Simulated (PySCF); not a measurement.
Order these species by their calculated properties.

Species are written as SMILES; each is one conformer at its optimised geometry, gas phase, non-relativistic unless stated. Electronic properties by PySCF.

Dipoles, sizes and rotational constants follow the conformer. The torsions of the flexible species, by atom-mapped SMILES:
- `[CH2:1]=[C:2]([CH3:3])[P-:4][N:5]([CH3:6])[CH2:7][CH3:8]`: C1–C2–P4–N5 1°, C2–P4–N5–C6 107°, P4–N5–C7–C8 58°
- `[H][P:3]([CH:2]=[CH2:1])([CH:4]=[CH2:5])([CH2:6][CH3:7])[CH2:8][CH3:9]`: C1–C2–P3–C4 -55°, C2–P3–C4–C5 -157°, C2–P3–C6–C7 63°, C2–P3–C8–C9 -23°
- `[Cl:1][SiH2:2][C:3]1=[C:4]([O:5][CH2:6][CH:7]2[CH2:8][CH2:9]2)[CH2:10]1`: Cl1–Si2–C3–C4 133°, C3–C4–O5–C6 6°, C4–O5–C6–C7 90°, O5–C6–C7–C8 -156°
- `[CH3:1][P:2]([CH:3]1[CH2:4][CH2:5]1)[C:6]([CH3:7])([CH3:8])[CH3:9]`: C1–P2–C3–C4 88°, C1–P2–C6–C7 -82°
- `[CH2:1]=[CH:2][P:3](=[S:4])([CH:5]=[CH2:6])[CH2:7][CH2:8][CH3:9]`: C1–C2–P3–S4 0°, C2–P3–C5–C6 127°, C2–P3–C7–C8 177°, P3–C7–C8–C9 177°
- `[CH2:1]=[C:2]=[C:3]([CH2:4][CH3:5])[CH2:6][CH2:7][CH3:8]`: C2–C3–C4–C5 -7°, C2–C3–C6–C7 -8°, C3–C6–C7–C8 180°
- `[CH3:1][CH2:2][P+:3]1([N:4]([CH3:5])[CH3:6])[CH:7]=[CH:8]1`: C1–C2–P3–N4 -166°, C2–P3–N4–C5 -50°
- `[CH2:1]=[CH:2]/[C:3]([CH:4]=[O:5])=[CH:6]\[C:7]#[C:8][CH3:9]`: C1–C2–C3–C4 -14°, C2–C3–C4–O5 176°
- `[CH2:1]=[C:2]([CH3:3])[P:4]([CH2:5][CH3:6])[CH:7]([CH3:8])[CH3:9]`: C1–C2–P4–C5 133°, C2–P4–C5–C6 -68°, C2–P4–C7–C8 63°
- `[CH3:1][S:2][Si@@H:3]([F:4])[C@@H:5]([F:6])[CH2:7][SiH3:8]`: C1–S2–Si3–F4 46°, S2–Si3–C5–F6 160°, Si3–C5–C7–Si8 -175°
- `[CH3:1][CH:2]([CH3:3])[P:4]([CH3:5])[CH:6]1[CH2:7][CH2:8][CH2:9]1`: C1–C2–P4–C5 -169°, C2–P4–C6–C7 -168°
- `[CH3:1][P:2]([CH3:3])[P:4]([CH3:5])[C:6]([F:7])([F:8])[F:9]`: C1–P2–P4–C5 -83°, P2–P4–C6–F7 164°

The conformers of `O=C1CCC[C@@H](OC(F)F)O1` and `S=[P@]12CCC[C@H]1CCC2` aren't listed.

**Question.** Rank by smallest rotational constant, highest first (GFN2-xTB).
A. `C=C(C)[P-]N(C)CC`
B. `Cl[SiH2]C1=C(OCC2CC2)C1`
C. `C=C[PH](C=C)(CC)CC`
D. `CP(C1CC1)C(C)(C)C`

**Answer.** A (1.022 GHz), C (0.931 GHz), D (0.847 GHz), B (0.407 GHz).

**Question.** Give the two extremes of that set in cm⁻¹.

**Answer.** `Cl[SiH2]C1=C(OCC2CC2)C1`: 0.0136 cm⁻¹; `C=C(C)[P-]N(C)CC`: 0.0341 cm⁻¹.

**Question.** Rank by HOMO energy, highest first (PBE0/pcSseg-1 at GFN2-xTB geometries).
A. `O=C1CCC[C@@H](OC(F)F)O1`
B. `C1[P@]2(=S)[C@@H](CCC2)CC1`
C. `C=C[PH](C=C)(CC)CC`
D. `C=C=C(CC)CCC`
E. `C=CP(=S)(C=C)CCC`
F. `CC[P+]1(N(C)C)C=C1`

**Answer.** C (-5.69 eV), B (-6.21 eV), E (-6.51 eV), D (-6.90 eV), A (-8.16 eV), F (-11.52 eV).

**Question.** Rank by HOMO–LUMO gap, highest first (PBE0/pcSseg-1 at GFN2-xTB geometries).
A. `C=C[PH](C=C)(CC)CC`
B. `CS[Si@@H](F)[C@@H](F)C[SiH3]`
C. `C=C/C(C=O)=C\C#CC`
D. `C(P(CCC)(=S)C=C)=C`
E. `CC(C)P(C)C1CCC1`
F. `C=C(C)P(CC)C(C)C`
G. `CP(C)P(C)C(F)(F)F`

**Answer.** E (7.55 eV), B (7.30 eV), F (6.53 eV), G (6.43 eV), D (5.54 eV), A (5.13 eV), C (4.32 eV).

**Question.** Rank by dipole moment, lowest first (PBE0/pcSseg-1 at GFN2-xTB geometries).
A. `C=C=C(CC)CCC`
B. `CP(C)P(C)C(F)(F)F`
C. `C=C[PH](C=C)(CC)CC`
D. `Cl[SiH2]C1=C(OCC2CC2)C1`

**Answer.** C (0.30 D), A (0.45 D), B (2.76 D), D (3.35 D).
